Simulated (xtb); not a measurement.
C₃H₁₀OSi, charge +1, doublet, at a GFN2-xTB geometry of the parent state (a state made from the parent by changing its charge; the spin is typed, not shown lowest); GFN2-xTB run with xtb.

Here is a job for xtb.
```
$ xtb mol.xyz --gfn 2 --chrg 1 --uhf 1 --json

# file mol.xyz
15

C      0.25810500     1.61005659    -1.27897079
Si    -0.12363230    -0.09155022    -0.29900619
C     -0.73203227    -1.88819897     0.47322274
C      1.69252362    -0.29976757     0.36371436
O     -1.09534832     0.79712445     0.79603221
H      0.96028164     1.45565335    -2.09936028
H      0.69243198     2.35867756    -0.61303408
H     -0.64626722     2.04413102    -1.70290150
H     -0.51617590    -1.96135055     1.54630561
H     -0.23942836    -2.73445673    -0.00574898
H     -1.80812858    -2.03778082     0.35411092
H      2.42167298     0.09159140    -0.34512197
H      1.84613086     0.23840435     1.30320670
H      1.95014350    -1.34242788     0.54781154
H     -1.47860015     0.25972567     1.48476329
```

Output, abridged:

```
   ID    Z sym.   atoms
    1    6 C      1, 3, 4
    2   14 Si     2
    3    8 O      5
    4    1 H      6-15

           -------------------------------------------------
          |                Calculation Setup                |
           -------------------------------------------------

           -------------------------------------------------
          |                 G F N 2 - x T B                 |
           -------------------------------------------------

          ...................................................
          :                      SETUP                      :
          :.................................................:
          :  # basis functions                  36          :
          :  # atomic orbitals                  35          :
          :  # shells                           21          :
          :  # electrons                        31          :
          :  max. iterations                   250          :
          :  Hamiltonian                  GFN2-xTB          :
          :  restarted?                      false          :
          :  GBSA solvation                  false          :
          :  PC potential                    false          :
          :  electronic temp.          300.0000000     K    :
          :  accuracy                    1.0000000          :
          :  -> integral cutoff          0.2500000E+02      :
          :  -> integral neglect         0.1000000E-07      :
          :  -> SCF convergence          0.1000000E-05 Eh   :
          :  -> wf. convergence          0.1000000E-03 e    :
          :  Broyden damping             0.4000000          :
          :  net charge                          1          :
          :  unpaired electrons                  1          :
          ...................................................

 iter      E             dE          RMSdq      gap      omega  full diag
   1    -16.8834278 -0.168834E+02  0.527E+00    4.37       0.0  T
   2    -16.9709504 -0.875226E-01  0.493E+00    3.28       1.0  T
   3    -17.0071255 -0.361751E-01  0.326E+00    3.62       1.0  T
   4    -16.9251136  0.820119E-01  0.236E+00    3.13       1.0  T
   5    -17.0063252 -0.812116E-01  0.143E+00    3.36       1.0  T
   6    -17.0123567 -0.603150E-02  0.109E+00    3.54       1.0  T
   7    -17.0121669  0.189810E-03  0.788E-01    3.52       1.0  T
   8    -17.0131554 -0.988442E-03  0.215E-01    3.64       1.0  T
   9    -17.0132090 -0.535891E-04  0.122E-01    3.61       1.0  T
  10    -17.0132375 -0.285764E-04  0.349E-02    3.62       1.0  T
  11    -17.0132363  0.124242E-05  0.149E-02    3.61       1.7  T
  12    -17.0132386 -0.234792E-05  0.530E-03    3.62       4.9  T
  13    -17.0132388 -0.177118E-06  0.141E-03    3.62      18.3  T
  14    -17.0132388 -0.881375E-09  0.755E-04    3.62      34.2  T
  15    -17.0132388 -0.543906E-08  0.310E-04    3.62      83.3  T

   *** convergence criteria satisfied after 15 iterations ***

         :::::::::::::::::::::::::::::::::::::::::::::::::::::
         ::                     SUMMARY                     ::
         :::::::::::::::::::::::::::::::::::::::::::::::::::::
         :: total energy             -16.819991694453 Eh    ::
         :: gradient norm              0.089482894349 Eh/a0 ::
         :: HOMO-LUMO gap              3.615810575729 eV    ::
         ::.................................................::
         :: SCC energy               -17.013210068880 Eh    ::
         :: -> isotropic ES            0.120561050832 Eh    ::
         :: -> anisotropic ES         -0.012933180627 Eh    ::
         :: -> anisotropic XC          0.002250324465 Eh    ::
         :: -> dispersion             -0.006943534152 Eh    ::
         :: repulsion energy           0.193218374426 Eh    ::
         :: add. restraining           0.000000000000 Eh    ::
         :: total charge               1.000000000000 e     ::
         :::::::::::::::::::::::::::::::::::::::::::::::::::::

[...]
        24                          0.0019936               0.0542
        25                          0.0103559               0.2818
        26                          0.0173917               0.4733
        27                          0.0229899               0.6256
       ...                                ...                  ...
        35                          0.4634563              12.6113
      -------------------------------------------------------------
                  HL-Gap            0.1328786 Eh            3.6158 eV
             Fermi-level           -0.5513335 Eh          -15.0025 eV

     #   Z          covCN         q      C6AA      α(0)
     1   6 C        3.623    -0.172    24.366     7.114
     2  14 Si       3.315     0.619   114.008    21.556
     3   6 C        3.602    -0.184    24.764     7.196
     4   6 C        3.640    -0.164    24.104     7.061
     5   8 O        1.572    -0.455    22.005     6.330
     6   1 H        0.924     0.103     1.753     2.071
     7   1 H        0.924     0.138     1.476     1.900
     8   1 H        0.925     0.131     1.529     1.933
     9   1 H        0.924     0.118     1.628     1.995
    10   1 H        0.925     0.107     1.721     2.051
    11   1 H        0.924     0.114     1.663     2.017
    12   1 H        0.925     0.102     1.771     2.081
    13   1 H        0.924     0.106     1.734     2.059
    14   1 H        0.925     0.103     1.756     2.072
    15   1 H        0.810     0.335     0.625     1.241

 Mol. C6AA /au·bohr⁶  :       1779.033871
 Mol. C8AA /au·bohr⁸  :      53528.797970
 Mol. α(0) /au        :         68.678113

Wiberg/Mayer (AO) data.
largest (>0.10) Wiberg bond orders for each atom

 ---------------------------------------------------------------------------
     #   Z sym  total        # sym  WBO       # sym  WBO       # sym  WBO
 ---------------------------------------------------------------------------
     1   6 C    3.948 --     6 H    0.963     7 H    0.944     8 H    0.941
                             2 Si   0.868     3 C    0.121
     2  14 Si   3.665 --     5 O    1.164     1 C    0.868     3 C    0.846
                             4 C    0.632
     3   6 C    3.949 --    10 H    0.964    11 H    0.951     9 H    0.950
                             2 Si   0.846     1 C    0.121
     4   6 C    3.815 --    12 H    0.983    14 H    0.983    13 H    0.981
                             2 Si   0.632
     5   8 O    2.209 --     2 Si   1.164    15 H    0.869
     6   1 H    0.989 --     1 C    0.963
     7   1 H    0.981 --     1 C    0.944
     8   1 H    0.983 --     1 C    0.941
     9   1 H    0.986 --     3 C    0.950
    10   1 H    0.988 --     3 C    0.964
    11   1 H    0.987 --     3 C    0.951
    12   1 H    0.990 --     4 C    0.983
    13   1 H    0.989 --     4 C    0.981
    14   1 H    0.989 --     4 C    0.983
    15   1 H    0.888 --     5 O    0.869
 ---------------------------------------------------------------------------

Topologies differ in total number of bonds
Writing topology from bond orders to xtbtopo.mol

molecular dipole:
                 x           y           z       tot (Debye)
 q only:        0.378      -0.626      -0.227
   full:        0.433      -0.932      -0.393       2.796
molecular quadrupole (traceless):
                xx          xy          yy          xz          yz          zz
 q only:       -0.832       3.425       1.785      -1.638      -5.693      -0.953
  q+dip:       -1.620       4.449       2.106      -2.064      -6.450      -0.486
   full:       -0.402       4.083       0.117      -1.245      -5.303       0.285

           -------------------------------------------------
          | TOTAL ENERGY              -16.819991694453 Eh   |
          | GRADIENT NORM               0.089482894349 Eh/α |
          | HOMO-LUMO GAP               3.615810575729 eV   |
           -------------------------------------------------

normal termination of xtb
```
